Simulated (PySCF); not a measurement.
**Unknown compound**

Molecular formula: C6H7B. Simulated spectra:

1H NMR (400 MHz, computed): δ 8.35 (dd, J = 14.2, 7.0 Hz, 2H), 8.06 (ddd, J = 14.2, 9.7, 1.1 Hz, 2H), 7.44 (m, 2H), 6.18 (br, 1H).

13C{1H} NMR (computed): δ 156.9 (CH), 146.9 (CH), 136.4 (CH).

PySCF calculation with PBE0-D3(BJ)/def2-SVP structure, NMR shieldings at KT2/pcSseg-2/GIAO and J couplings at B3LYP/pcJ-1 (spin–dipole term only in couplings to heteroatoms); rapidly exchanging positions averaged, single conformer, non-relativistic, gas phase.

Scale: TMS for 1H (31.18 ppm), 13C (182.28 ppm) (reference shieldings calculated alike).

Propose a structure and justify it.

## Answers


3 carbon signals for 6 carbons: some carbons are equivalent by symmetry or fast rotation. Carbon types of the structure: 6 × CH, leaving 1 H on heteroatoms. δC 156.9, 146.9, 136.4: alkene CH; the olefinic region. δH 8.35, 8.06, 7.44: hydrogen on an alkene CH. δH 6.18: hydrogen on a boron bonded to 2 C, in a 7-membered ring. The protons at 8.35 and 8.06 share a coupling of 14.2 Hz (vicinal, cis across C=C). The protons at 6.18 and 8.35 share a coupling of 7.0 Hz (vicinal).

These data were computed for SMILES B1C=CC=CC=C1.

The shifts were computed for this structure.

Hydrogens on boron are broadened and split by 11B (spin 3/2, 80 %) and 10B (spin 3). A carbon bonded to boron is broadened by the quadrupolar boron nucleus and is often missing from a measured spectrum. Multiplet labels drop couplings under 1 Hz and merge nearly equal ones. Couplings among chemically equivalent protons are left out too, so labels in AA′BB′ or AA′XX′ sets are apparent multiplicities. Unscaled 3J(H,H) at this level run about 10 % above measured values. Shifts are as computed. Against solution values, carbons near 30 ppm lie about +3 ppm off and those near 130 ppm about -1 ppm. Of 1211 compounds with measured shifts, 218 miss one by over three times the rms of a fit or turn the order of signals round; such compounds aren't used in these exercises.
